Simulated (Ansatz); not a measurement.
Ansatz (a first-principles code) input (PBE0/def2-SVP):

Ansatz 0.2 input:
```yaml
crystal:
  periodic: [false, false, false]
  atoms:
    - {symbol: C, position_ang: [-0.69264940, -1.45840441, 0.52090652]}
    - {symbol: C, position_ang: [0.17884641, -0.25153673, 0.14776752]}
    - {symbol: C, position_ang: [0.69344155, 0.42770213, 1.42888006]}
    - {symbol: C, position_ang: [1.36999935, -0.71126272, -0.70374522]}
    - {symbol: Si, position_ang: [-0.86032501, 1.02308391, -0.82485464]}
    - {symbol: H, position_ang: [-1.06401795, -1.97694624, -0.36530189]}
    - {symbol: H, position_ang: [-1.55436426, -1.16381625, 1.12389737]}
    - {symbol: H, position_ang: [-0.10919212, -2.17636406, 1.10668601]}
    - {symbol: H, position_ang: [1.29485867, -0.28232950, 2.00865144]}
    - {symbol: H, position_ang: [1.32490044, 1.28993691, 1.20567984]}
    - {symbol: H, position_ang: [-0.12591528, 0.76441606, 2.06706935]}
    - {symbol: H, position_ang: [2.00859572, 0.12677476, -0.99153074]}
    - {symbol: H, position_ang: [1.98634526, -1.41730930, -0.13749262]}
    - {symbol: H, position_ang: [1.04315479, -1.21367687, -1.61638876]}
    - {symbol: H, position_ang: [-0.03214314, 2.20459624, -1.19983463]}
    - {symbol: H, position_ang: [-2.02549950, 1.48255394, -0.01632370]}
basis:
  gaussian:
    orbitals: def2-SVP
hamiltonian:
  xc: {name: PBE0}
magnetization: {spin_polarized: true, initial_magnetization: 1}
```

End of the output:

```
integrals: 0.07 GiB planned
1466 factors; their error is unknown
0.21 GiB of the device are held for the grids
0.71 GiB of device memory are held for the factors and their scratch space
mean field: 0.59 GiB planned
mean field evaluation 1: about -12181.0239 eV, gradient 4.1e1 eV
mean field evaluation 2: about -12175.2382 eV, gradient 5.2e1 eV
mean field evaluation 4: about -12189.6338 eV, gradient 2.2e0 eV
mean field evaluation 8: about -12189.6503 eV, gradient 9.6e-2 eV
mean field evaluation 16: about -12189.6839 eV, gradient 1.2e-4 eV
mean field -12189.68389349 eV, -447.9626206213 hartree, gradient 3.8e-5 eV, S^2 0.752157; 0 other end points of the search recorded, 0 dependent functions left out
reference -12189.68392271 eV, -447.9626216952 hartree; 25, 24 occupied and 104, 105 virtual orbitals, 1466 factors
Total energy: -12189.68392271 eV, -447.9626216952 hartree
```

It need not be the lowest isomer of its formula.
